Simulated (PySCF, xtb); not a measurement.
Al(H)(OH)(SiH3) (AlH₅OSi), SMILES [OH][AlH][SiH3].

GFN2-xTB run with xtb at its own geometry gives an orbital gap of 3.81 eV and a dipole moment of 1.66 D.

Geometry optimised at B3LYP-D3(BJ)/def2-TZVP. One conformer was computed; it need not be the lowest.

**Question.** What does M06-2X/def2-TZVPD in PySCF give? (Estimate from the structure and the level; the computed values follow.)

**Answer.** gap 7.82 eV (levels -8.61 and -0.78 eV), dipole 1.33 D.
